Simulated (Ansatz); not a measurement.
Consider the redistribution: `[CH3][Sn][Cl]` + `C[CH2][Sn][CH2]C` → `C[CH2][Sn][CH3]` + `C[CH2][Sn][Cl]`.

Calculated with Ansatz (gas phase, PBE0-D4/def2-TZVP geometries, no zero-point term in ΔE). CBS: MP2 limit from def2 TZ/QZ plus the TZ coupled-cluster correction, frozen cores. DFT in def2-TZVPP. B3LYP here is the variant with VWN-RPA as its local correlation; programs differ in this. Elements past krypton have def2 core potentials. For Sn outer-core shells are correlated without core-valence functions, which leaves a few kJ/mol of doubt a bond. One conformer a species, not always the lowest.

```csv
level,ΔE (kcal/mol),difference from CCSD(T)/CBS
LDA (SPW92),-0.5,-0.4
BLYP-D4,-0.3,-0.2
r2SCAN-D4,-0.3,-0.2
ωB97M-V,-0.2,-0.1
PBE,-0.6,-0.5
B3LYP,-0.6,-0.5
CAM-B3LYP,-0.5,-0.4
CCSD/def2-SVP,-0.7,-0.6
MP2/def2-TZVPP,-0.1,0.0
CCSD/def2-TZVPP,-0.1,0.0
CCSD(T)/CBS,-0.1,0
```

Q: What do rigid-rotor, harmonic-oscillator terms from PBE0-D4/def2-TZVP frequencies (298.15 K, 1 bar) make of the CCSD(T)/CBS value? (Estimate.)

A: The calculation gave: ΔZPE = -0.1 kcal/mol, ΔH = -0.2 kcal/mol, ΔS = 7 J/(mol·K), ΔG = -0.7 kcal/mol. Modes under 50 cm⁻¹ make the entropy rough.

Largest T1 diagnostic among the species: 0.013.

Leaving LDA and LC-ωPBE aside and taking each functional with its dispersion term where it has one, the values, not all of them listed here, spread over 0.2 kcal/mol, from B2PLYP to revPBE-D4.
